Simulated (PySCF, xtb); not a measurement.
F2H2HfO2, SMILES [OH][Hf]([OH])([F])[F], multiplicity 1. The values are those of a single conformer.

Harmonic wavenumbers (cm⁻¹) from GFN2-xTB run with xtb at its own minimum, in rising order: 57, 65, 113, 124, 151, 186, 261, 429, 454, 475, 497, 539, 594, 3514, 3583.

Task: What does B3LYP-D3(BJ)/def2-SVP (PySCF) give at its own minimum? (Estimate from the structure and the level; the computed values follow.)

Result: 155, 157, 168, 169, 171, 243, 282, 307, 332, 648, 651, 708, 727, 3987, 3990. Paired by order, the mean absolute difference is 143 cm⁻¹ and the zero-point energies are 15.8 and 18.1 kcal/mol.
